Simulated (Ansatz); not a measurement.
The molecule CoS, multiplicity 4 (the spin of the measured ground state). No spin–orbit coupling. Co is treated without relativity.

Constants: fifth-degree fit in 1/R to seven points, most abundant isotopes. Runs in def2 and cc sets follow the lowest solution found near the PBE0 minimum.

Run with Ansatz (an electronic-structure program) with Gaussian orbitals. Each number belongs to the level named beside it.

Energies at PBE/def2-TZVPP:

```csv
R (Å),E (hartree)
1.834315,-1780.56837714
1.883625,-1780.57439157
1.928990,-1780.57741021
1.980271,-1780.57848368
2.031553,-1780.57757069
2.090725,-1780.57460491
2.159758,-1780.56922130
```

With a reduced mass of 20.7273 u, find the minimum, the force constant and the constants.

A fifth-degree polynomial in 1/R puts the minimum at r_e = 1.9803 Å with force constant 328 N/m. Then ω_e = (1/2πc)√(k/μ) = 518 cm⁻¹ and B_e = h/(8π²cμr_e²) = 0.2074 cm⁻¹; the cubic and quartic terms give α_e = 0.0010 and ω_e x_e = 1.8 cm⁻¹.
